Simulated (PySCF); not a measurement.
NMR data simulated for an unnamed compound:

1H NMR (300 MHz, computed): δ 7.46 (d, J = 9.4 Hz, 2H), 7.21 (d, J = 9.4 Hz, 2H), 2.34 (s, 3H).

13C{1H} NMR (computed): δ 141.6 (C), 139.3 (C), 137.9 (CH), 135.6 (CH), 22.6 (CH3).

- geometry: PBE0-D3(BJ)/def2-SVP
- GIAO PBE0/pcSseg-1 shieldings
- couplings computed with B3LYP/pcJ-1 (pcSseg-1 on Br) (without the spin–dipole term)
- program: PySCF
- no relativistic terms, one averaged value for each set of equivalent atoms, no solvent, a single conformation

Chemical shifts δ = σref − σ; 1H (σref 31.27), 13C (σref 184.41) vs TMS, all at this level.

**Question.** Which of these does the molecule contain: an S-methyl group, a heteroaromatic ring, a benzene ring, a carboxylic acid?

**Answer.** 
- An S-methyl group: no.
- A heteroaromatic ring: no.
- A benzene ring: yes.
- A carboxylic acid: no.

The data belong to p-Bromotoluene (SMILES Cc1ccc(Br)cc1); they needn't prove each group on their own.

Carbon signals by region: 4 in the sp2 and nitrile region (100–160 ppm), 1 below 50 ppm.

The calculation has no spin–orbit term, so carbons bonded to Br come out too deshielded (the heavy-atom effect is absent). Multiplet labels drop couplings under 1 Hz and merge nearly equal ones. Couplings among chemically equivalent protons are left out too, so labels in AA′BB′ or AA′XX′ sets are apparent multiplicities. Unscaled 3J(H,H) at this level run about 10 % above measured values. Shifts are as computed. Against solution values, carbons near 30 ppm lie about +2 ppm off and those near 130 ppm about +5 ppm; carbons on Br a further +13 ppm. Of 1211 compounds with measured shifts, 218 miss one by over three times the rms of a fit or turn the order of signals round; such compounds aren't used in these exercises.
